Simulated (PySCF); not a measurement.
Species: C7H9NO.
Geometry (GFN2-xTB, Å), atoms numbered from 1 in this order:
```
atom  x, y, z in Å
C1     2.333   -1.412   -1.148
C2     1.770   -0.588   -0.283
C3     0.704    0.389   -0.633
C4     0.826    1.778   -0.043
C5    -0.309    1.712    0.643
C6    -0.614    0.296    0.220
N7    -1.832    0.068   -0.505
C8    -2.674   -0.942   -0.213
O9    -2.518   -1.748    0.669
H10    2.054   -1.420   -2.189
H11    3.094   -2.114   -0.853
H12    2.064   -0.595    0.758
H13    0.510    0.379   -1.707
H14    1.599    2.516   -0.148
H15   -0.845    2.385    1.287
H16   -0.574   -0.449    1.017
H17   -2.044    0.701   -1.261
H18   -3.552   -0.952   -0.886
```

Computed at PBE0/pcSseg-1 (PySCF, non-relativistic), with Q(14N) = 0.02044 b, Q(17O) = −0.0256 b: N7, 14N (I = 1): χzz = -4.443 MHz, η = 0.091; O9, 17O (I = 5/2): χzz = 9.493 MHz, η = 0.056.

(1) Find the zero-field quadrupole resonance frequencies of 14N at N7.

(2) Where would the pure quadrupole (NQR) lines of 17O at O9 fall for the rigid, isolated species?

## Answers

(1) From ν± = (3/4)|χ|(1 ± η/3) and ν0 = |χ|η/2: ν+ 3.433 MHz, ν− 3.232 MHz, ν0 0.201 MHz (amide nitrogen).

(2) From the eigenvalues of H = χ/[4I(2I − 1)] × [3Iz² − I(I + 1) + η(Ix² − Iy²)], steps between neighbouring levels, labelled as for η = 0: ±1/2↔±3/2 1.429 MHz, ±3/2↔±5/2 2.846 MHz (amide oxygen).

In a crystal, neighbours and librations shift these lines. GFN2-xTB bond lengths can be off by several hundredths of an ångström, more for odd bonds, and the gradients follow them. The basis is small and wasn't made for field gradients, so the couplings can be 20 % off.

One conformer stands for the species.
